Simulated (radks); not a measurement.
The numbers below are computed, except where a source is named.
How relativity changes the ionisation of neutral cadmium ([Kr] 4d10 5s2) to Cd+ ([Kr] 4d10 5s1). Spin-unpolarised spherical Kohn-Sham, PBE, point nucleus unless stated (finite: rms radius 4.6087 fm), a radial shooting solver on a logarithmic mesh with Libxc functionals. A level marked "c x" has the speed of light scaled by that factor.

| level | E(Cd) (hartree) | E(Cd+) (hartree) | IE (eV) | HOMO | <r> HOMO (bohr) |
|---|---|---|---|---|---|
| non-rel. | -5467.05158 | -5466.73070 | 8.732 | 5s | 3.033 |
| scalar-rel. | -5594.65385 | -5594.31308 | 9.273 | 5s | 2.899 |
| scalar-rel., finite nucleus | -5594.52756 | -5594.18681 | 9.272 | 5s | 2.899 |
| Dirac | -5596.03519 | -5595.69438 | 9.274 | 5s1/2 | 2.900 |
| Dirac, finite nucleus | -5595.90857 | -5595.56777 | 9.274 | 5s1/2 | 2.900 |
| Dirac, c x 1.25 | -5547.75328 | -5547.42018 | 9.064 | 5s1/2 | 2.949 |
| Dirac, c x 2 | -5497.84007 | -5497.51463 | 8.856 | 5s1/2 | 3.001 |
| Dirac, c x 3 | -5480.62369 | -5480.30082 | 8.786 | 5s1/2 | 3.019 |

NIST Atomic Spectra Database: 8.994 eV (measured). The relativistic part of the total energy of Cd is -128.9 hartree (Dirac, finite nucleus), 2.4 % of the non-relativistic value. Spin polarisation and multiplet splitting of open shells are left out at every level.

Beside tabulated values, note that relativity, absent from the non-relativistic runs, is large for the heavy elements, and spin-unpolarised runs miss the spin-polarisation part of the exchange energy of open shells.
